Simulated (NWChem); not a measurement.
System: BI3; SMILES B(I)(I)I

Input file for NWChem:

```
start job
memory heap 200 mb stack 900 mb global 1100 mb
geometry units angstroms
  B      0.000000     0.000000    -0.000886
  I      0.546403     2.048308    -0.000866
  I      1.500685    -1.497353    -0.000866
  I     -2.047088    -0.550955    -0.000866
end
basis spherical
  * library sto-3g
end
dft
  xc hfexch
  iterations 150
end
driver
  maxiter 120
end
task dft optimize
task dft freq
```

The level has its own optimisation; frequencies are unscaled.

What results follow from this input? (Hartree-Fock/STO-3G, non-relativistic.) Quantities: r B–I (Å); highest harmonic frequency (cm⁻¹); lowest (cm⁻¹); zero-point energy (kcal/mol).


```
Quantity                           Result
---------------------------------  ------
r B–I (Å)                           2.124
highest harmonic frequency (cm⁻¹)     840
lowest (cm⁻¹)                         130
zero-point energy (kcal/mol)          3.6
```
